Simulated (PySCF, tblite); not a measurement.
Bond stretch in KH, singlet.

RCCSD = CCSD on RHF/def2-SVP, 5 core orbitals frozen run with PySCF; RKS-PBE0 = restricted PBE0/def2-SVP in PySCF 2.14.0; GFN2-xTB, 300 K electronic temperature (tblite); UKS-CAM-B3LYP = unrestricted CAM-B3LYP/def2-SVP (PySCF).

Energies are in kcal/mol, each relative to the lowest point of its own curve near equilibrium.

```json
[
 {"R / Å": "1.69", "RCCSD": "26.9", "RKS-PBE0": "25.4", "GFN2-xTB": "0.6", "UKS-CAM-B3LYP": "25.5"},
 {"R / Å": "1.83", "RCCSD": "13.6", "RKS-PBE0": "12.5", "GFN2-xTB": "0.0", "UKS-CAM-B3LYP": "12.5"},
 {"R / Å": "1.94", "RCCSD": "7.0", "RKS-PBE0": "6.3", "GFN2-xTB": "1.0", "UKS-CAM-B3LYP": "6.2"},
 {"R / Å": "2.04", "RCCSD": "3.3", "RKS-PBE0": "2.8", "GFN2-xTB": "2.5", "UKS-CAM-B3LYP": "2.7"},
 {"R / Å": "2.15", "RCCSD": "1.0", "RKS-PBE0": "?", "GFN2-xTB": "4.5", "UKS-CAM-B3LYP": "0.6"},
 {"R / Å": "2.18", "RCCSD": "0.6", "RKS-PBE0": "0.4", "GFN2-xTB": "5.1", "UKS-CAM-B3LYP": "0.3"},
 {"R / Å": "2.26", "RCCSD": "0.0", "RKS-PBE0": "0.0", "GFN2-xTB": "6.7", "UKS-CAM-B3LYP": "0.0"},
 {"R / Å": "2.35", "RCCSD": "0.0", "RKS-PBE0": "0.2", "GFN2-xTB": "8.6", "UKS-CAM-B3LYP": "0.3"},
 {"R / Å": "2.38", "RCCSD": "0.1", "RKS-PBE0": "0.4", "GFN2-xTB": "9.2", "UKS-CAM-B3LYP": "0.5"},
 {"R / Å": "2.51", "RCCSD": "1.1", "RKS-PBE0": "1.8", "GFN2-xTB": "?", "UKS-CAM-B3LYP": "2.0"},
 {"R / Å": "2.63", "RCCSD": "?", "RKS-PBE0": "3.6", "GFN2-xTB": "14.2", "UKS-CAM-B3LYP": "4.0"},
 {"R / Å": "2.81", "RCCSD": "5.6", "RKS-PBE0": "7.1", "GFN2-xTB": "16.8", "UKS-CAM-B3LYP": "7.8"},
 {"R / Å": "3.09", "RCCSD": "11.0", "RKS-PBE0": "13.4", "GFN2-xTB": "21.9", "UKS-CAM-B3LYP": "14.5"},
 {"R / Å": "3.41", "RCCSD": "17.2", "RKS-PBE0": "20.7", "GFN2-xTB": "28.5", "UKS-CAM-B3LYP": "22.1"},
 {"R / Å": "3.76", "RCCSD": "23.3", "RKS-PBE0": "28.1", "GFN2-xTB": "35.1", "UKS-CAM-B3LYP": "28.4"},
 {"R / Å": "4.07", "RCCSD": "27.4", "RKS-PBE0": "34.0", "GFN2-xTB": "40.3", "UKS-CAM-B3LYP": "32.4"},
 {"R / Å": "4.56", "RCCSD": "31.5", "RKS-PBE0": "?", "GFN2-xTB": "47.2", "UKS-CAM-B3LYP": "36.6"},
 {"R / Å": "4.94", "RCCSD": "33.2", "RKS-PBE0": "46.8", "GFN2-xTB": "—", "UKS-CAM-B3LYP": "38.6"},
 {"R / Å": "5.50", "RCCSD": "34.5", "RKS-PBE0": "?", "GFN2-xTB": "—", "UKS-CAM-B3LYP": "40.2"},
 {"R / Å": "6.05", "RCCSD": "35.0", "RKS-PBE0": "56.5", "GFN2-xTB": "—", "UKS-CAM-B3LYP": "40.9"},
 {"R / Å": "6.81", "RCCSD": "?", "RKS-PBE0": "60.3", "GFN2-xTB": "—", "UKS-CAM-B3LYP": "41.2"},
 {"R / Å": "7.88", "RCCSD": "35.3", "RKS-PBE0": "63.5", "GFN2-xTB": "—", "UKS-CAM-B3LYP": "41.3"},
 {"R / Å": "9.02", "RCCSD": "35.4", "RKS-PBE0": "65.4", "GFN2-xTB": "—", "UKS-CAM-B3LYP": "41.3"}
]
```

**Question.** Some entries are withheld; supply them.

**Answer.** 
- 2.15, RKS-PBE0: 0.7
- 2.51, GFN2-xTB: 11.9
- 2.63, RCCSD: 2.6
- 4.56, RKS-PBE0: 41.9
- 5.50, RKS-PBE0: 52.5
- 6.81, RCCSD: 35.2

Dashes: no converged value, or the column stops at the first point that the program doubted or that broke a chosen test of continuity, which isn't proof of a fault.

The T1 diagnostic of CCSD on the restricted reference of RCCSD exceeds 0.045 at 3.41 to 9.02 Å. At the longest distance RKS-PBE0 leaves fractional charges on the fragments, a sign of delocalisation error or of the restricted form. The restricted form behind RKS-PBE0 keeps the bonding electrons paired and can't separate into open-shell fragments. The unrestricted determinant behind UKS-CAM-B3LYP is spin-contaminated at 3.41 to 9.02 Å (<S²> up to 1.0, against 0.00 for a pure singlet).
